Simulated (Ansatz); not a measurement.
A structure relaxed at PBE-D4/def2-SVP in Ansatz, charge 0, singlet:

Cartesian coordinates in Å:
```
Al -0.487 1.707 -0.945
Al -0.057 0.961 1.765
Al 0.057 -0.961 -1.765
Al 0.487 -1.707 0.945
P -1.464 2.453 0.908
P 1.349 -0.532 2.623
P -0.375 -2.882 -0.734
P 0.490 0.960 -2.797
```

Question: Give its formula and point group.

Answer: Al4P4. Point group D2d (tolerance 0.1 Å).

Question: Summarise the bond lengths by kind (pairs closer than 1.2 times the sum of covalent radii, bridged metal pairs left out).

Answer: 8 × Al–P 2.22 Å.

The structure comes from a short search, and lower isomers may exist.
